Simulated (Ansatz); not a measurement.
Molecule: sum formula AlO2H3, charge 0, multiplicity 1. 
Coordinates optimised at B3LYP-D3(BJ)/def2-TZVP (Ansatz, an electronic-structure program):
```xyz
6

O     -1.5121    -0.2452     0.0971
Al     0.0247     0.4563    -0.0076
O      1.3786    -0.5665    -0.0780
H     -1.6683    -1.1905     0.1195
H      0.1299     2.0173    -0.0351
H      2.2854    -0.2646    -0.1383
```
Charge 0, spin multiplicity 1.

Property: vertical triplet-singlet gap (E(triplet) - E(singlet); each state is the SCF solution reached for its spin), in eV. Cores are frozen in the correlated levels unless marked. Open shells are spin-unrestricted. No spin-orbit coupling. Non-relativistic. CBS marks a two-point X^-3 extrapolation of the correlation energy; Hartree-Fock from the larger set.

| level | program | vertical triplet-singlet gap (eV) |
|---|---|---|
| HF/aug-cc-pV(T+d)Z | Ansatz | 6.63 |
| wB97M-V/def2-TZVPD | Ansatz | 7.33 |

Q: What does CCSD(T)/CBS(aug-cc-pV(T+d)Z,aug-cc-pV(Q+d)Z) (Ansatz) give?

A: 7.16 eV, so wB97M-V/def2-TZVPD differs from it by 0.17 eV.
